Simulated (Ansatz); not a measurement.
A structure relaxed at PBE-D4/def2-TZVP in Ansatz, charge 0, doublet:

```xyz
3

B    -0.110    0.472   -0.958
B    -0.832   -0.174    0.238
As    0.942   -0.298    0.721
```

Problem. Give its formula and point group.

Solution. B₂As (the lowest doublet isomer of a short search). Point group Cs (tolerance 0.1 Å).

Problem. Summarise the bond lengths by kind (pairs closer than 1.2 times the sum of covalent radii, bridged metal pairs left out).

Solution. 2 × As–B 1.84 to 2.13 Å; 1 × B–B 1.54 Å.

The relaxation made no stability test and no search for a lower SCF solution. The structure comes from a short search, and lower isomers may exist.
